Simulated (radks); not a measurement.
Question: Hg VI, 75 electrons, occupied as [Xe] 4f14 5d7. All-electron calculation, Dirac Kohn-Sham, PBE, spin-unpolarised, spherical densities, finite nucleus; open shells fill j = l - 1/2 first; Fermi nuclear charge, rms radius 5.4648 fm. Program: a radial shooting solver on a logarithmic mesh with Libxc functionals.

Spin-orbit splittings of the eigenvalues, e(l+1/2) - e(l-1/2), with zeta = 2 splitting/(2l+1) and mean radii in bohr:

shell  occ.  splitting (eV)  zeta (eV)  <r> j=l-1/2  <r> j=l+1/2
2p        6            1948       1298      0.05692      0.06560
3p        6           431.4      287.6       0.1704       0.1863
3d       10           92.45      36.98       0.1621       0.1670
4p        6           104.2      69.46       0.4011       0.4352
4d       10               ?          ?       0.4423       0.4534
4f       14           4.204      1.201       0.4782       0.4848
5p        6           18.96      12.64       0.9581        1.045
5d        7           2.373     0.9494        1.280        1.315

Estimate the 4d splitting.

Answer: 19.43 eV (zeta = 7.773 eV).
